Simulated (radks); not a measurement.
Problem. All-electron atom: the bromine ion Br5+ in [Ar] 3d10 4s2 4p(up 0, down 0) (the NIST ground configuration). All-electron calculation, scalar-relativistic Kohn-Sham, r2SCAN, spin-polarised, spherical densities, finite nucleus; meta-GGA in the generalised Kohn-Sham scheme; Fermi nuclear charge, rms radius 4.1629 fm. Program: a radial shooting solver on a logarithmic mesh with Libxc functionals. Some entries of the table are withheld. Estimate them.

orbital,occ.,eigenvalue (eV),<r^2> (bohr^2),<1/r> (bohr^-1)
1s,2,-13425.98,0.002462,(1)
2s,2,-1819.018,0.04227,7.915
2p,6,(2),0.03349,(3)
3s,2,-315.1088,0.3470,2.602
3p,6,-248.4593,0.3691,2.447
3d,10,(4),0.4171,2.168
4s,2,-81.3180,2.425,0.9083
4p,0,(5),(6),0.8180

Solution. 
(1) 1s <1/r> (bohr^-1): 35.65
(2) 2p eigenvalue (eV): -1610.809
(3) 2p <1/r> (bohr^-1): 7.731
(4) 3d eigenvalue (eV): -138.5478
(5) 4p eigenvalue (eV): -64.8806
(6) 4p <r^2> (bohr^2): 2.926
